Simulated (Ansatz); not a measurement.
`CCCCc1ccccc1` and `FB(F)c1ccccc1` differ in one atom or group.

Ansatz, PBE0-D4/def2-TZVP geometries, multiplicity 1. Each molecule was computed in one conformer, which needn't be the lowest.

| property | `CCCCc1ccccc1` |
| --- | --- |
| LUMO energy (ωB97M-V/def2-TZVPP) / eV | 1.88 |
| HOMO energy (B3LYP/def2-TZVPP) / eV | -6.70 |
| HOMO energy (PBE0/def2-TZVPP) / eV | -6.91 |
| LUMO energy (PBE0/def2-TZVPP) / eV | -0.11 |
| size of the dipole moment (B3LYP/def2-TZVPP) / D | 0.50 |
| LUMO energy (PBE/def2-TZVPP) / eV | -1.03 |

(1) Give the same properties after the change, and the shifts. (Estimate.)

Results:

(1) Computed: 
```csv
property,`FB(F)c1ccccc1`,shift
LUMO energy (ωB97M-V/def2-TZVPP) / eV,0.55,-1.33
HOMO energy (B3LYP/def2-TZVPP) / eV,-7.46,-0.76
HOMO energy (PBE0/def2-TZVPP) / eV,-7.69,-0.78
LUMO energy (PBE0/def2-TZVPP) / eV,-1.46,-1.35
size of the dipole moment (B3LYP/def2-TZVPP) / D,2.44,1.94
LUMO energy (PBE/def2-TZVPP) / eV,-2.32,-1.29
```

With PBE0 the HOMO falls by 0.78 eV and the LUMO falls by 1.35 eV, so the gap narrows by about 0.57 eV. PBE moves the HOMO by -0.76 eV and ωB97M-V by -0.78 eV. Dipoles are sizes alone; their direction can turn.

B3LYP here is the variant with VWN-RPA as its local correlation; programs differ in this.
